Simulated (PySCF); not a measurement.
# `Fc1cnc2nsnc2n1`, C4HFN4S

Molfile (atoms numbered from 1):
```
C4HFN4S
     RDKit          3D

 11 12  0  0  0  0  0  0  0  0999 V2000
   -2.2388   -1.1117    1.4808 F   0  0  0  0  0  0  0  0  0  0  0  0
   -1.2276   -0.6003    0.8096 C   0  0  0  0  0  0  0  0  0  0  0  0
   -1.1707    0.8411    0.7472 C   0  0  0  0  0  0  0  0  0  0  0  0
   -0.2247    1.4681    0.1158 N   0  0  0  0  0  0  0  0  0  0  0  0
    0.6978    0.6676   -0.4733 C   0  0  0  0  0  0  0  0  0  0  0  0
    1.7430    1.1053   -1.1663 N   0  0  0  0  0  0  0  0  0  0  0  0
    2.5395   -0.2203   -1.6610 S   0  0  0  0  0  0  0  0  0  0  0  0
    1.6082   -1.3952   -1.0281 N   0  0  0  0  0  0  0  0  0  0  0  0
    0.6207   -0.7766   -0.3945 C   0  0  0  0  0  0  0  0  0  0  0  0
   -0.3801   -1.4013    0.2716 N   0  0  0  0  0  0  0  0  0  0  0  0
   -1.9534    1.4191    1.2515 H   0  0  0  0  0  0  0  0  0  0  0  0
  1  2  1  0
  2  3  1  0
  3  4  2  0
  4  5  1  0
  5  6  2  0
  6  7  1  0
  7  8  1  0
  8  9  2  0
  9 10  1  0
 10  2  2  0
  9  5  1  0
  3 11  1  0
M  END
```

Level of theory: PySCF 2.14.0, quadratic response CAM-B3LYP/aug-cc-pVDZ first hyperpolarisability, Taylor convention, gas phase. Geometry: PBE0-D3(BJ)/def2-SVP.

Give the tensor of the second harmonic β(−2ω;ω,ω) at 1064 nm in the axes of these coordinates.

In au, Taylor convention; rows are the first index (the induced dipole):
```
       xx     yy     zz     xy     xz     yz
x  -108.8  +74.4  -39.6  -50.6  +24.9  +29.3
y   -40.3  -36.6  -16.6  +49.8  +23.2  -32.0
z   +26.6  -48.1  +71.8  +29.8  -36.6  -20.7
```
Norm of βᵢ = ⅓ Σⱼ (βᵢⱼⱼ + βⱼᵢⱼ + βⱼⱼᵢ): 148.4 au, hyper-Rayleigh value 80.1 au.
